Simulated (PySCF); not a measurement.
## Broadened absorption spectrum of C5H10O3Si

Compound: C₅H₁₀O₃Si.
SMILES with atom numbers: `[CH3:1][C:2]#[C:3][Si:4]([OH:5])([OH:6])[O:7][CH2:8][CH3:9]` (hydrogens: H10, H11, H12 on C1; H13 on O5; H14 on O6; H15, H16 on C8; H17, H18, H19 on C9)

Theory: TDDFT CAM-B3LYP/def2-SVPD, vertical, gas phase, core orbitals frozen in the response in PySCF. The structure is a single PBE0-D3(BJ)/def2-SVP conformer in the gas phase; no vibrational or solvent corrections. Torsions of this conformer, `[CH3:1][C:2]#[C:3][Si:4]([OH:5])([OH:6])[O:7][CH2:8][CH3:9]`: C3–Si4–O7–C8 53°, Si4–O7–C8–C9 -165°, H–O5–Si4–C3 52°, H–O6–Si4–C3 65°.

Broadening: Gaussians 0.4 eV wide at half height, area fixed by f = 4.319×10⁻⁹ ∫ε dν̃. The width is an assumption, not a result. The curve ends short of the highest state used, and states not computed would add to its high-energy end.

λ (nm), ε (L mol⁻¹ cm⁻¹) and a bar:
```
    163.5       1154 ################
    165.5        783 ###########
    167.4       1145 ################
    169.3       1737 ########################
    171.2       2160 ##############################
    173.1       2158 ##############################
    175.0       1749 ########################
    176.9       1166 ################
    178.9        624 #########
    180.8        289 ####
    182.7        115 ##
    184.6         42 #
    186.5         20 
    188.4         23 
    190.4         44 #
    192.3         77 #
    194.2        117 ##
    196.1        154 ##
    198.0        177 ##
    199.9        180 ##
    201.9        161 ##
    203.8        129 ##
    205.7         93 #
    207.6         61 #
    209.5         36 
    211.4         20 
    213.3         10 
    215.3          4 
    217.2          2 
    219.1          1 
    221.0          0 
    222.9          0 
    224.8          0 
    226.8          0 
    228.7          0 
    230.6          0
```

Q: Where are the band maxima, and which computed states make them?

A: 199 nm (6.23 eV), ε about 180, made up of S2 (61%) and S3 (39%); 172 nm (7.20 eV), ε about 2200, made up of S4 (42%) and S5 (58%) (ε in L mol⁻¹ cm⁻¹; maxima over ε = 5, shares over 10%). At its high-energy end, 7.58 eV, the curve is still rising (ε about 1100, from S5, S7, S8 and S9). The states used: S1 5.98 eV (f 0.0000); S2 6.23 eV (f 0.0016); S3 6.23 eV (f 0.0010); S4 7.18 eV (f 0.014); S5 7.22 eV (f 0.019); S6 7.85 eV (f 0.0051); S7 7.96 eV (f 0.079); S8 7.98 eV (f 0.063); S9 8.03 eV (f 0.056); S10 8.18 eV (f 0.059).

Q: Coming from long wavelengths, where does ε first pass 100 L mol⁻¹ cm⁻¹?

A: At about 205 nm (6.04 eV), 0.06 eV above S1.

Q: On this curve, what absorbance would a 10⁻⁵ mol/L sample give at 193 nm over a 1 cm path?

A: 193 nm is 6.424 eV, where ε is about 91 L mol⁻¹ cm⁻¹, so A = ε c l ≈ 0.00091 (Beer–Lambert, with the gas-phase spectrum and the assumed width).

Q: What would ε be at 7.20 eV, the highest of these maxima, with half the width (0.2 eV)?

A: About 4360 L mol⁻¹ cm⁻¹ against 2220, a factor of about 1.96; a lone state at its own centre would give exactly 2.

The vertical ionisation energy (ΔSCF) is 9.95 eV, 1.77 eV above S10.
